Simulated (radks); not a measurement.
Fractional charge and spin in the 5s shell of promethium: the spin-up occupation runs from 0 to 1 and the spin-down occupation from 0 to 1; the fullest corner is Pm3+, [Kr] 4d10 4f(up 2, down 2) 5p6 5s(up 1, down 1). Method: scalar-relativistic Kohn-Sham, PBE, spin-polarised, spherical densities, finite nucleus; Fermi nuclear charge, rms radius of each element as measured or else 0.836 A^(1/3) + 0.57 fm; computed with a radial shooting solver on a logarithmic mesh with Libxc functionals. Energy (eV) above the fullest corner. The planes named below are the two flat planes that join the four corners, with an edge along up + down = one added electron.

down \ up        0     0.25      0.5    0.75       1
0          167.614  143.384  120.071  97.668  76.170
0.25       143.384  120.137   97.797  76.359  55.815
0.5        120.071   97.797   76.422  55.939  36.341
0.75        97.668   76.359   55.939  36.401  17.738
1           76.170   55.815   36.341  17.738   0.000

Corners above the fullest one (they belong to Pm4+ and the next ion): (up 1, down 0) 76.170 eV, (up 0, down 1) 76.170 eV, (up 0, down 0) 167.61 eV. With half an added electron in each spin the energy lies 0.252 eV from the planes, and with half an added electron in spin up alone -1.821 eV. The planes are only a guide here: the flat-plane condition holds for ground states with one frontier orbital, while this shell lies below other occupied shells, so the corners above the fullest one are inner-hole states and not the ground states of those ions.
